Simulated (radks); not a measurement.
The numbers below are computed, except where a source is named.
Question: The mean radii <r> (bohr) of the occupied orbitals of an atom or ion are listed with their occupations. Code: a radial shooting solver on a logarithmic mesh with Libxc functionals. Model: scalar-relativistic Kohn-Sham, r2SCAN, spin-polarised, spherical densities, finite nucleus; meta-GGA in the generalised Kohn-Sham scheme; Fermi nuclear charge, rms radius of each element as measured or else 0.836 A^(1/3) + 0.57 fm.

orbital  occ.      <r>
1s up       1  0.02363
1s down     1  0.02363
2s down     1   0.1009
2s up       1   0.1009
2p down     3  0.08881
2p up       3  0.08881
3s up       1   0.2659
3s down     1   0.2658
3p up       3   0.2642
3p down     3   0.2641
3d up       5   0.2418
3d down     5   0.2416
4s up       1   0.6080
4s down     1   0.6076
4p up       3   0.6437
4p down     3   0.6432
4d up       5   0.7080
4d down     5   0.7079
5s up       1    1.469
5s down     1    1.496
5p up       3    1.713
5p down     3    1.740
6s up       1    4.007
4f up       4    1.083

Name the element and its charge. Open shells, if any, are filled with parallel spins first.

Answer: Z = 60, neodymium, charge +1: Nd+ in [Xe] 4f4 6s1. The 1s radius gives Z: for a bare nucleus <r> = (2 gamma + 1)/(2Z) with gamma = sqrt(1 - (Z/c)^2), 0.02332 bohr for Z = 60, and screening makes it slightly larger (0.02363 here). The occupations add up to 59, and the charge is Z minus that.
